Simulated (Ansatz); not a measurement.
Program: Ansatz. Geometries: PBE0-D4/def2-TZVP. ΔE: electronic, gas phase. CCSD(T)/CBS is the MP2 limit (def2-TZVPP, def2-QZVPP) plus CCSD(T) − MP2 in def2-TZVPP, frozen cores. No spin–orbit coupling; open shells (•) take unrestricted orbitals. Spin–orbit coupling would lower the free atoms: clearly for Br. Bonds to Br, Ge are less sure, by a few kJ/mol each and by 10 to 20 or more in all where they break to atoms, as the def2 sets lack core-valence functions. Scalar relativity is left out up to krypton. One conformer a species, not always the lowest.

Consider the homolysis of the Br–C bond: `[GeH3][CH2]CBr` → Br• + `[CH2][CH2][GeH3]`•.

```json
{"level": "MP2/def2-TZVPP", "ΔE (eV)": "3.43"}
{"level": "SCS-MP2/def2-QZVPP", "ΔE (eV)": "3.38"}
```

What does CCSD(T)/CBS give? (An estimate is asked.)

Computed: +3.34 eV. The listed levels differ from it by 0.09, 0.04 eV.

Largest T1 diagnostic among the species: 0.013.

From PBE to PBE0 (25 % exact exchange), in def2-TZVPP and without D4, ΔE moves by −0.09 eV: exact exchange takes away binding that semilocal exchange gives to molecules. The D4 term adds +0.11 eV with B3LYP and +0.06 eV with PBE0; it sums over pairs of atoms, weighted by their polarisabilities, and B3LYP, whose exchange is more repulsive, gets the larger term. In def2-TZVPP, CCSD(T) changes the Hartree–Fock value by +1.35 eV (the triples alone add +0.14 eV) and MP2 by +1.61 eV; breaking electron pairs costs correlation energy, which Hartree–Fock lacks.

B3LYP here is the variant with VWN-RPA as its local correlation; programs differ in this.

CCSD(T)/CBS has its own doubt, a few kJ/mol and more with outer-core shells, so smaller differences from it don't rank the levels.
